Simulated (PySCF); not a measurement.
## Radial density of Dy (dysprosium, neutral)

TPSSh, [Xe] 4f9 6s2 7s1, one real determinant (an excited configuration). Computed with PySCF 2.14 in x2c-TZVPPall with one added diffuse shell each of s, p, d, f type (12s8p8d5f2g, 129 functions), with the spin-free X2C one-electron Hamiltonian (Gaussian nucleus).

```json
{"r (bohr)": "0.0253", "4πr²ρ (e/bohr)": "78.07", "4πr²(ρα − ρβ)": "0.0034"}
{"r (bohr)": "0.0426", "4πr²ρ (e/bohr)": "95.31", "4πr²(ρα − ρβ)": "0.0064"}
{"r (bohr)": "0.0716", "4πr²ρ (e/bohr)": "116.1", "4πr²(ρα − ρβ)": "0.0028"}
{"r (bohr)": "0.120", "4πr²ρ (e/bohr)": "88.33", "4πr²(ρα − ρβ)": "0.0959"}
{"r (bohr)": "0.203", "4πr²ρ (e/bohr)": "101.3", "4πr²(ρα − ρβ)": "1.0303"}
{"r (bohr)": "0.341", "4πr²ρ (e/bohr)": "45.72", "4πr²(ρα − ρβ)": "4.3109"}
{"r (bohr)": "0.573", "4πr²ρ (e/bohr)": "50.75", "4πr²(ρα − ρβ)": "6.4760"}
{"r (bohr)": "0.964", "4πr²ρ (e/bohr)": "17.06", "4πr²(ρα − ρβ)": "3.3725"}
{"r (bohr)": "1.62", "4πr²ρ (e/bohr)": "6.693", "4πr²(ρα − ρβ)": "0.6057"}
{"r (bohr)": "2.73", "4πr²ρ (e/bohr)": "1.209", "4πr²(ρα − ρβ)": "0.0445"}
{"r (bohr)": "4.59", "4πr²ρ (e/bohr)": "0.3888", "4πr²(ρα − ρβ)": "-0.0067"}
{"r (bohr)": "7.71", "4πr²ρ (e/bohr)": "0.1482", "4πr²(ρα − ρβ)": "0.1390"}
{"r (bohr)": "13.0", "4πr²ρ (e/bohr)": "0.05744", "4πr²(ρα − ρβ)": "0.0573"}
{"r (bohr)": "21.8", "4πr²ρ (e/bohr)": "0.0001178", "4πr²(ρα − ρβ)": "0.0001"}
```

Densities and radii are taken from the X2C orbitals without a picture-change correction, which distorts them close to the nucleus.

⟨L²⟩ = 24.02 against 30 for a pure H term, so this real determinant mixes terms. Spin-orbit coupling, absent here, splits the open shell strongly. The outer electron is Rydberg-like, and this basis confines it to a smaller radius and binds it less than a complete one would.

**Question.** Where is the radial spin density 4πr²(ρα − ρβ) most negative, and why is it negative at all?

**Answer.** Around r = 4.59 bohr, down to -0.0067 e/bohr: exchange with the open shell polarises the paired shells in an unrestricted calculation.
